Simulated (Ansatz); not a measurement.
A nudged elastic band was laid between two geometries of CH4BNS (8 atoms, charge 0, multiplicity 1).

All numbers below come from RKS B3LYP-D4/def2-SVP (Ansatz).

```
movable images  : 5
climbing image  : yes
spring          : 5.0 eV/Å²
optimiser       : quadratic models (default)
start path      : through a guess of the saddle point
force threshold : 0.05 eV/Å
iteration limit : 60
end points      : relaxed
```

Initial state:

```xyz
8
Properties=species:S:1:pos:R:3
N -0.505 1.406 -0.175
B -0.175 0.063 -0.253
C 0.586 -1.110 0.377
S -0.405 -1.418 -1.218
H -1.098 1.868 -0.854
H -0.173 2.009 0.569
H 1.669 -1.227 0.249
H 0.192 -1.647 1.249
```

Final state:

```xyz
8
Properties=species:S:1:pos:R:3
N -0.505 1.406 -0.174
B -0.176 0.063 -0.252
C 0.586 -1.110 0.377
S -0.407 -1.419 -1.217
H -0.169 2.011 0.566
H -1.099 1.867 -0.852
H 1.669 -1.225 0.249
H 0.194 -1.649 1.249
```

Task: Which bonds break or form, and what moves?

Result: No bond is made or broken. The dihedral H6–N1–B2–S4 goes from -180 to 0°. The two ends are copies of one structure, up to a mirror image or an exchange of like atoms.

Task: Give the energies along the band, and the barrier.

Result: It converged. The highest image is number 3 of 0 to 6, 0.88 eV above the ends, which have the same energy within 2 meV. A vibrational analysis at the climbing image gives one clearly imaginary mode, 504i cm⁻¹: a first-order saddle point.

| image | path coordinate (Å) | energy (eV) | dihedral H6–N1–B2–S4 (°) |
| --- | --- | --- | --- |
| 0 | 0.00 | 0.00 | -180 |
| 1 | 0.58 | 0.21 | -162 |
| 2 | 1.16 | 0.66 | -145 |
| 3 | 1.74 | 0.88 | -121 |
| 4 | 2.33 | 0.66 | -84 |
| 5 | 2.91 | 0.20 | -36 |
| 6 | 3.49 | 0.00 | 0 |

Task: What is the geometry of the highest image?

Result: 
```xyz
8
Properties=species:S:1:pos:R:3
N -0.566 1.456 -0.412
B -0.127 0.084 -0.387
C 0.474 -1.101 0.401
S 0.011 -1.326 -1.441
H -1.308 1.629 0.269
H 0.189 2.099 -0.164
H 1.551 -1.185 0.596
H -0.131 -1.713 1.082
```

Task: What are the harmonic wavenumbers there?

Result: 504i, 325, 334, 517, 609, 743, 768, 852, 909, 989, 1016, 1382, 1450, 1558, 3085, 3166, 3495, 3560 cm⁻¹.

Run time: 3.3 min on 1 thread of Intel(R) Xeon(R) Processor @ 2.70GHz, on a shared host, peak memory 0.17 GiB.
